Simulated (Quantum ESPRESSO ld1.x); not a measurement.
The numbers below are computed, except where a source is named.
Task: These are the eigenvalues of the occupied orbitals of an atom or ion with whole-number occupations (hartree). Code: ld1.x of Quantum ESPRESSO 7.5. Model: non-relativistic Kohn-Sham, LDA (Slater exchange, VWN5 correlation), spin-polarised, spherical densities, point nucleus.

| orbital | eigenvalue |
|---|---|
| 1s up | -1251.4382 |
| 1s down | -1249.9797 |
| 2s up | -285.1250 |
| 2s down | -282.9925 |
| 2p up | -278.8810 |

Which element is it, and in what charge state? The configuration may be excited. Open shells, if any, are filled with parallel spins first.

Result: Z = 52, tellurium, charge +45: Te45+ in [He] 2s2 2p3. The list shows which subshells hold electrons but not how many an open one holds; the 1s level, -1251.4 hartree, gives Z - s = 50.0 by -(Z - s)^2/2, which with screening narrows Z to a few neighbours, and the depths of the outer levels then fix element, charge and occupations together.
